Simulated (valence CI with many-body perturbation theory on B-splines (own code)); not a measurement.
## E1 line list for Ir⁶⁹⁺

Calculated by valence CI with perturbative core correlation (CI+MBPT): six valence electrons over a frozen Dirac-Fock core [He], radial functions for each j: 9 s, 9 p, 8 d, 6 f, 3 g, 1 h, with the one-electron correlation potential Σ1, the two-electron term Σ2, the three-electron term Σ3, Breit, model QED; selected CI, second order for the rest, scaled by the run's own slope (own B-spline code, finite nucleus).

The last digits are not significant, and no measured levels were compared; by estimate large intervals hold to a few tenths of a per cent, small ones and those within an open d or f shell to about a per cent. Among the levels kept, up to 2200 cm⁻¹ of a level comes from second order outside the variational space, and about a tenth of that is noise between levels of different J, which matters for small intervals.

Lines 1 to 50 of 208 in falling wavelength, among levels below 858.53 Ry, chosen from the strongest by gf and those to the six lowest levels. Wavelengths and rates use the calculated energies. Electric multipoles are in the length gauge with retardation, E1 and E2 with the static RPA response of the core. Weak lines are less certain than strong ones. Lines between different terms over intervals too small for the method are left out, as are lines whose strength nearly cancels. The highest levels of a list are the least certain.

Levels are named by their leading jj configuration (3d3/2^4 stands for four electrons in 3d with j = 3/2), which in mixed levels can hold well under half, so a name can repeat and another be missing. Letters in brackets count levels of one name in rising energy.

| λ vac (nm) | Upper | Lower | A (s⁻¹) | S (a.u.) with core polarisation | S without |
| --- | --- | --- | --- | --- | --- |
| 13.13 | (2s 2p1/2^2 2p3/2^2 3p1/2) J=1 [a] | (2s 2p1/2^2 2p3/2^2 3s) J=0 | 2.35e+09 | 7.86e-03 | 7.86e-03 |
| 11.68 | (2s 2p1/2^2 2p3/2^2 3p1/2) J=2 [a] | (2s 2p1/2^2 2p3/2^2 3s) J=2 [a] | 2.12e+09 | 8.34e-03 | 8.34e-03 |
| 11.56 | (2s 2p1/2^2 2p3/2^2 3p1/2) J=3 | (2s 2p1/2^2 2p3/2^2 3s) J=2 [a] | 5.78e+09 | 3.08e-02 | 3.08e-02 |
| 11.25 | (2s^2 2p1/2 2p3/2^2 3p1/2) J=2 [a] | (2s^2 2p1/2 2p3/2^2 3s) J=3 | 2.06e+09 | 7.24e-03 | 7.24e-03 |
| 10.56 | (2s^2 2p1/2 2p3/2^2 3p1/2) J=3 | (2s^2 2p1/2 2p3/2^2 3s) J=2 [b] | 7.61e+09 | 3.09e-02 | 3.09e-02 |
| 10.40 | (2s 2p1/2^2 2p3/2^2 3p1/2) J=1 [b] | (2s 2p1/2^2 2p3/2^2 3s) J=2 [b] | 1.19e+10 | 1.98e-02 | 1.98e-02 |
| 10.28 | (2s^2 2p1/2^2 2p3/2 3p1/2) J=1 | (2s^2 2p1/2^2 2p3/2 3s) J=1 | 2.72e+09 | 4.38e-03 | 4.38e-03 |
| 10.23 | (2s 2p1/2^2 2p3/2^2 3p1/2) J=2 [b] | (2s 2p1/2^2 2p3/2^2 3s) J=2 [b] | 7.62e+09 | 2.01e-02 | 2.01e-02 |
| 10.22 | (2s^2 2p1/2 2p3/2^2 3p1/2) J=1 [b] | (2s^2 2p1/2 2p3/2^2 3s) J=1 [b] | 1.02e+10 | 1.61e-02 | 1.61e-02 |
| 10.18 | (2s^2 2p1/2^2 2p3/2 3p1/2) J=2 | (2s^2 2p1/2^2 2p3/2 3s) J=1 | 7.84e+09 | 2.04e-02 | 2.04e-02 |
| 10.17 | (2s^2 2p1/2 2p3/2^2 3p1/2) J=2 [a] | (2s^2 2p1/2 2p3/2^2 3s) J=1 [a] | 5.92e+09 | 1.54e-02 | 1.54e-02 |
| 9.932 | (2s^2 2p1/2 2p3/2^2 3p1/2) J=1 [b] | (2s^2 2p1/2 2p3/2^2 3s) J=0 | 5.66e+09 | 8.21e-03 | 8.21e-03 |
| 9.791 | (2s 2p1/2^2 2p3/2^2 3p1/2) J=1 [b] | (2s 2p1/2^2 2p3/2^2 3s) J=1 [b] | 3.03e+09 | 4.21e-03 | 4.21e-03 |
| 9.786 | (2s^2 2p1/2 2p3/2^2 3p1/2) J=1 [a] | (2s^2 2p1/2 2p3/2^2 3s) J=2 [a] | 1.44e+10 | 2.00e-02 | 2.00e-02 |
| 9.775 | (2s^2 2p1/2 2p3/2^2 3p1/2) J=3 | (2s^2 2p1/2 2p3/2^2 3s) J=3 | 7.88e+09 | 2.54e-02 | 2.54e-02 |
| 9.643 | (2s 2p1/2^2 2p3/2^2 3p1/2) J=2 [b] | (2s 2p1/2^2 2p3/2^2 3s) J=1 [b] | 9.45e+09 | 2.09e-02 | 2.09e-02 |
| 9.527 | (2s^2 2p1/2^2 2p3/2 3p1/2) J=1 | (2s^2 2p1/2^2 2p3/2 3s) J=2 | 1.61e+10 | 2.06e-02 | 2.06e-02 |
| 9.435 | (2s^2 2p1/2^2 2p3/2 3p1/2) J=2 | (2s^2 2p1/2^2 2p3/2 3s) J=2 | 1.04e+10 | 2.15e-02 | 2.15e-02 |
| 9.250 | (2s 2p1/2^2 2p3/2^2 3p1/2) J=1 [a] | (2s 2p1/2^2 2p3/2^2 3s) J=1 [a] | 1.48e+10 | 1.73e-02 | 1.73e-02 |
| 9.200 | (2s^2 2p1/2 2p3/2^2 3p1/2) J=2 [a] | (2s^2 2p1/2 2p3/2^2 3s) J=2 [a] | 8.91e+09 | 1.71e-02 | 1.71e-02 |
| 9.192 | (2s 2p1/2^2 2p3/2^2 3p1/2) J=0 | (2s 2p1/2^2 2p3/2^2 3s) J=1 [a] | 2.18e+10 | 8.36e-03 | 8.36e-03 |
| 9.148 | (2s^2 2p1/2^2 2p3/2 3d3/2) J=3 | (2s^2 2p1/2^2 2p3/2 3p3/2) J=3 | 3.22e+09 | 8.52e-03 | 8.52e-03 |
| 8.961 | (2s 2p1/2^2 2p3/2^2 3p1/2) J=2 [a] | (2s 2p1/2^2 2p3/2^2 3s) J=3 | 1.88e+10 | 3.34e-02 | 3.34e-02 |
| 8.889 | (2s 2p1/2^2 2p3/2^2 3p1/2) J=3 | (2s 2p1/2^2 2p3/2^2 3s) J=3 | 1.15e+10 | 2.80e-02 | 2.80e-02 |
| 7.712 | (2s^2 2p1/2 2p3/2^2 3p1/2) J=2 [b] | (2s^2 2p1/2 2p3/2^2 3s) J=2 [b] | 7.85e+09 | 8.88e-03 | 8.88e-03 |
| 7.284 | (2s^2 2p1/2 2p3/2^2 3p1/2) J=2 [b] | (2s^2 2p1/2 2p3/2^2 3s) J=3 | 2.77e+10 | 2.64e-02 | 2.64e-02 |
| 7.176 | (2s^2 2p1/2 2p3/2^2 3p1/2) J=0 | (2s^2 2p1/2 2p3/2^2 3s) J=1 [b] | 4.95e+10 | 9.03e-03 | 9.03e-03 |
| 6.816 | (2s^2 2p1/2 2p3/2^2 3p1/2) J=2 [b] | (2s^2 2p1/2 2p3/2^2 3s) J=1 [a] | 7.17e+09 | 5.60e-03 | 5.60e-03 |
| 6.366 | (2s^2 2p1/2 2p3/2^2 3p1/2) J=2 [b] | (2s^2 2p1/2 2p3/2^2 3s) J=2 [a] | 6.55e+09 | 4.17e-03 | 4.17e-03 |
| 5.404 | (2s^2 2p1/2^2 2p3/2 3d5/2) J=2 | (2s^2 2p1/2^2 2p3/2 3p3/2) J=2 | 3.57e+10 | 1.39e-02 | 1.39e-02 |
| 5.351 | (2s^2 2p1/2^2 2p3/2 3d5/2) J=1 | (2s^2 2p1/2^2 2p3/2 3p3/2) J=0 | 5.24e+10 | 1.19e-02 | 1.19e-02 |
| 5.044 | (2s^2 2p1/2^2 2p3/2 3d5/2) J=3 | (2s^2 2p1/2^2 2p3/2 3p3/2) J=2 | 1.02e+11 | 4.50e-02 | 4.50e-02 |
| 4.996 | (2s^2 2p1/2^2 2p3/2 3d5/2) J=4 | (2s^2 2p1/2^2 2p3/2 3p3/2) J=3 | 1.27e+11 | 7.01e-02 | 7.01e-02 |
| 4.769 | (2s^2 2p1/2^2 2p3/2 3d5/2) J=2 | (2s^2 2p1/2^2 2p3/2 3p3/2) J=1 | 8.90e+10 | 2.38e-02 | 2.38e-02 |
| 4.477 | (2s^2 2p1/2^2 2p3/2 3d5/2) J=3 | (2s^2 2p1/2^2 2p3/2 3p3/2) J=3 | 2.96e+10 | 9.18e-03 | 9.18e-03 |
| 4.273 | (2s^2 2p1/2^2 2p3/2 3d5/2) J=1 | (2s^2 2p1/2^2 2p3/2 3p3/2) J=1 | 9.21e+10 | 1.06e-02 | 1.06e-02 |
| 3.921 | (2s 2p1/2^2 2p3/2^2 3p1/2) J=3 | (2s^2 2p1/2 2p3/2^2 3p1/2) J=2 [b] | 8.60e+09 | 1.79e-03 | 1.79e-03 |
| 3.574 | (2s 2p1/2^2 2p3/2^2 3s) J=3 | (2s^2 2p1/2 2p3/2^2 3s) J=3 | 1.46e+10 | 2.30e-03 | 2.31e-03 |
| 3.448 | (2s 2p1/2^2 2p3/2^2 3p1/2) J=3 | (2s^2 2p1/2 2p3/2^2 3p1/2) J=3 | 1.74e+10 | 2.46e-03 | 2.47e-03 |
| 3.337 | (2s 2p1/2^2 2p3/2^2 3s) J=3 | (2s^2 2p1/2 2p3/2^2 3s) J=2 [a] | 1.24e+10 | 1.59e-03 | 1.59e-03 |
| 3.305 | (2s 2p1/2^2 2p3/2^2 3p1/2) J=2 [a] | (2s^2 2p1/2 2p3/2^2 3p1/2) J=2 [a] | 2.15e+10 | 1.92e-03 | 1.92e-03 |
| 3.296 | (2s 2p1/2^2 2p3/2^2 3p1/2) J=3 | (2s^2 2p1/2 2p3/2^2 3p1/2) J=2 [a] | 1.59e+10 | 1.97e-03 | 1.97e-03 |
| 3.236 | (2s 2p1/2^2 2p3/2^2 3p1/2) J=2 [a] | (2s^2 2p1/2 2p3/2^2 3p1/2) J=1 [a] | 3.47e+10 | 2.90e-03 | 2.91e-03 |
| 3.172 | (2s 2p1/2^2 2p3/2^2 3s) J=2 [a] | (2s^2 2p1/2 2p3/2^2 3s) J=1 [a] | 2.24e+10 | 1.77e-03 | 1.77e-03 |
| 3.080 | (2s 2p1/2^2 2p3/2^2 3s) J=1 [a] | (2s^2 2p1/2 2p3/2^2 3s) J=1 [b] | 3.07e+10 | 1.33e-03 | 1.33e-03 |
| 2.990 | (2s 2p1/2^2 2p3/2^3) J=2 | (2s^2 2p1/2 2p3/2^3) J=2 | 4.40e+10 | 2.90e-03 | 2.91e-03 |
| 2.986 | (2s 2p1/2^2 2p3/2^2 3p1/2) J=1 [a] | (2s^2 2p1/2 2p3/2^2 3p1/2) J=1 [b] | 4.07e+10 | 1.61e-03 | 1.61e-03 |
| 2.980 | (2s 2p1/2^2 2p3/2^2 3p1/2) J=0 | (2s^2 2p1/2 2p3/2^2 3p1/2) J=1 [b] | 1.14e+11 | 1.48e-03 | 1.49e-03 |
| 2.860 | (2s 2p1/2^2 2p3/2^3) J=2 | (2s^2 2p1/2 2p3/2^3) J=1 | 5.23e+10 | 3.02e-03 | 3.03e-03 |
| 2.827 | (2s 2p1/2 2p3/2^4) J=1 | (2s^2 2p3/2^4) J=0 | 6.15e+10 | 2.06e-03 | 2.06e-03 |
